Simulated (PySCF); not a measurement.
PySCF input file for F2H3MoNO2, SMILES [OH][Mo]([OH])([F])([F])=[NH], multiplicity 1, C-PCM-B3LYP/def2-SVP. The structure is a stationary point at B3LYP-D3(BJ)/def2-SVP. The multiplicity is an assumed one; no other spin state was optimised. The structure was generated by enumeration; whether it is a known compound was not checked. The def2 effective core potentials stand for the cores of Mo; spin–orbit coupling is left out. Other conformers were not sampled.

```python
import numpy as np
from pyscf import gto, scf, dft
from pyscf.solvent import pcm

mol = gto.M(
    atom='''
    Mo    0.03419231   -0.02291452    0.03535658
    N    -0.02779129   -0.21203092    1.72471016
    H    -0.08738241   -0.03838752    2.72664688
    F     1.87418064    0.03334258   -0.26817913
    F    -1.83090255    0.20133385   -0.26361902
    O     0.06200864    1.78643447   -0.53584168
    H    -0.78689329    2.23170968   -0.67779564
    O    -0.11012432   -1.70335056   -0.77513445
    H    -0.37183958   -2.52345480   -0.33280643
    ''',
    basis='def2-SVP',
    ecp={'Mo': 'def2-svp'},
    charge=0,
    spin=0,
    max_memory=1600,
    verbose=3,
)
mf = dft.RKS(mol, xc='b3lyp').density_fit(auxbasis='def2-universal-jkfit')
mf.grids.level = 3
mf.conv_tol = 1e-9
mf.max_cycle = 100
mf.kernel()
res = {}
for name, eps in {'water': 78.355, 'N,N-dimethylformamide': 37.219, 'toluene': 2.3741}.items():
    s = mf.PCM()
    s.with_solvent.method, s.with_solvent.eps, s.with_solvent.lebedev_order = 'C-PCM', eps, 29
    s.kernel(mf.make_rdm1())
    res[name] = (s.e_tot, eps, s.dip_moment(), s.mo_energy, s.converged)
    print(f'{name}: electrostatic solvation free energy {(s.e_tot - mf.e_tot) * 627.509474:.3f} kcal/mol')
```

It prints:

```
converged SCF energy = -474.749895620493

WARN: PCM is an experimental feature. It is still in testing.
Features and APIs may be changed in the future.

converged SCF energy = -474.769884944722
Dipole moment(X, Y, Z, Debye): -1.87330, -1.46899,  3.46955
water: electrostatic solvation free energy -12.543 kcal/mol

WARN: PCM is an experimental feature. It is still in testing.
Features and APIs may be changed in the future.

converged SCF energy = -474.76956035457
Dipole moment(X, Y, Z, Debye): -1.86601, -1.46204,  3.45369
N,N-dimethylformamide: electrostatic solvation free energy -12.340 kcal/mol

WARN: PCM is an experimental feature. It is still in testing.
Features and APIs may be changed in the future.

converged SCF energy = -474.760995984206
Dipole moment(X, Y, Z, Debye): -1.68183, -1.29139,  3.06633
toluene: electrostatic solvation free energy -6.966 kcal/mol
```

The run converged.

Cost: around 100 core-seconds (rough).
